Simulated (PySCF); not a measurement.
**Telling isomers of C$_{4}$H$_{4}$F$_{3}$N apart by NMR**

Non-relativistic Hamiltonian, single conformer, equivalent nuclei averaged, gas phase. GIAO PBE0/pcSseg-1 shieldings; GFN2-xTB structure; PySCF.

δ = σ(ref) − σ, references computed at the same level: ¹H (σref 31.72), ¹³C (σref 186.93) vs TMS. Splittings of carbon signals by F and P are missing where no couplings were computed. Where no couplings were computed, multiplicities follow the n + 1 count of equivalent neighbours, and m marks all less simple cases (inequivalent or close neighbours, rings, F or P nearby). Shifts are as computed. Against solution values, carbons near 30 ppm lie about +3 ppm off and those near 130 ppm about +5 ppm (rms about the fit 2.1 ppm; single classes can miss by 10 ppm). Of 1328 compounds with measured shifts, 309 miss one by over three times the rms of a fit or turn the order of signals round; such compounds aren't used in these exercises. Signals without a measured value on file couldn't be tested in this way; 1H shifts scatter by 0.2 ppm about their fit, and single ones miss by 0.5 ppm. OH and NH positions are gas-phase values without hydrogen bonding to other molecules.

(1) Tabulate the signals of `C[C@H](C#N)C(F)(F)F`, `[H]/N=C\C=C(\F)C(F)F` and their relative energies.

(2) What is the quickest way to tell C[C@H](C#N)C(F)(F)F from [H]/N=C\C=C(\F)C(F)F?

## Answers

(1) 
```json
{"SMILES": "C[C@H](C#N)C(F)(F)F", "carbon types": "2×C 1×CH 1×CH3", "δC": "134.0, 120.2, 33.7, 15.5", "δH": "3.10 (m, 1H), 1.63 (d, 3H)", "E rel. (kcal/mol)": "0.0"}
{"SMILES": "[H]/N=C\\C=C(\\F)C(F)F", "carbon types": "1×C 3×CH", "δC": "173.7, 164.1, 121.9, 118.3", "δH": "11.39 (br s, 1H), 8.77 (m, 1H), 6.58 (m, 1H), 5.82 (m, 1H)", "E rel. (kcal/mol)": "33.2"}
```

Energies are electronic energies at PBE0/pcSseg-1 on these geometries, without zero-point or thermal terms, each for the one conformer computed, which needn't be the lowest.

(2) Both give the same number of carbon signals, but DEPT or the intensities differ. The first has an sp3 CH α to a nitrile at 33.7 ppm, the second a C=N carbon (CH) at 164.1 ppm. Their most deshielded carbons lie at 134.0 and 173.7 ppm. In the proton spectra the most deshielded non-exchanging signals are 3.10 (m, 1H) and 8.77 (m, 1H).
